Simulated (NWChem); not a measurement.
Molecule: BBrClF; SMILES FB(Cl)Br

All runs: NWChem. This build's default masses of Se (78.918 u) and Br (79.917 u) are each other's, which moves their modes by up to 0.6 %. Each level has its own optimisation; frequencies are unscaled.

For level B3LYP/3-21G:

| Quantity | Value |
|---|---|
| highest harmonic frequency (cm⁻¹) | 1373 |

What are these values for level Hartree-Fock/3-21G?


- highest harmonic frequency (cm⁻¹) = 1449
